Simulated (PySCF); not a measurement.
## Basis and Hamiltonian dependence of the excitation energy of Ir

Ir [Xe] 4f14 5d7 6s2 (4F) → Ir [Xe] 4f14 5d6 6s2 7s1 (6D). Calculated with PySCF 2.14 from differences of total energies of unrestricted determinants, without spin-orbit coupling. Values in eV.

```tsv
basis	Hamiltonian	functions	UHF	PBE	PBE0	MP2 (valence)	CCSD(T) (valence)
aug-cc-pVDZ-PP with ECP60MDF	ECP	54	7.073	8.480	8.365	8.224	8.200
aug-cc-pwCVDZ-PP with ECP60MDF	ECP	70	6.971	8.360	8.240	8.133	8.099
ANO-RCC-VTZP	spin-free X2C	84	7.839	8.910	8.847	8.957	8.983
aug-cc-pVTZ-PP with ECP60MDF	ECP	88	6.931	8.331	8.209	8.234	8.205
def2-QZVPPD with the def2 core potential (60 electrons)	ECP	88	7.783	8.872	8.797	8.931	8.917
x2c-TZVPPall with one added diffuse shell each of s, p, d, f type	spin-free X2C	113	6.993	8.445	8.325	8.259	8.240
aug-cc-pVTZ-PP with one added diffuse shell each of s, p, d, f, g type with ECP60MDF	ECP	113	6.918	8.331	8.209	8.238	n/a
aug-cc-pwCVTZ-PP with ECP60MDF	ECP	122	6.919	8.317	8.196	8.250	n/a
```

Frozen in the all-electron rows: valence: [Xe] 4f14; with a core potential, the same shells as far as they lie outside it.

At UHF, ANO-RCC-VTZP, def2-QZVPPD with the def2 core potential (60 electrons) lie more than 0.3 eV from the median of the rows with comparable relativity. Of these, ANO-RCC-VTZP, def2-QZVPPD with the def2 core potential (60 electrons) have no diffuse functions of the l that the added or promoted electron needs.
